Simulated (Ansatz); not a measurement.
Mulliken charges of `F[CH2][InH][F]` from ωB97M-V/def2-TZVPP in Ansatz (PBE0-D4/def2-TZVP geometry).

| atom | x (Å) | y (Å) | z (Å) | charge (e) |
| --- | --- | --- | --- | --- |
| F1 | 0.650 | 1.770 | 0.839 | -0.231 |
| C2 | -0.296 | 0.794 | 0.568 | -0.188 |
| In3 | 0.506 | -0.808 | -0.641 | 0.734 |
| F4 | -0.988 | -2.059 | -0.925 | -0.517 |
| H5 | -1.139 | 1.256 | 0.047 | 0.130 |
| H6 | -0.663 | 0.388 | 1.515 | 0.129 |
| H7 | 1.929 | -1.341 | -1.403 | -0.057 |

Problem. By hand: the dipole of these point charges (1 e Å = 4.8032 D).

Solution. Σ q r = (0.444, 0.203, -0.011) e Å, of length 0.488 e Å = 2.34 D.

Problem. How does the dipole of the full density compare? (Estimate.)

Solution. Ansatz gave: (0.255, 0.232, 0.064) e Å, 1.68 D; the point charges give 1.39 times that, at 21° from its direction.

Point charges leave out the atoms' own dipoles, such as those of lone pairs, and Mulliken's split depends on the basis, so the two needn't agree.
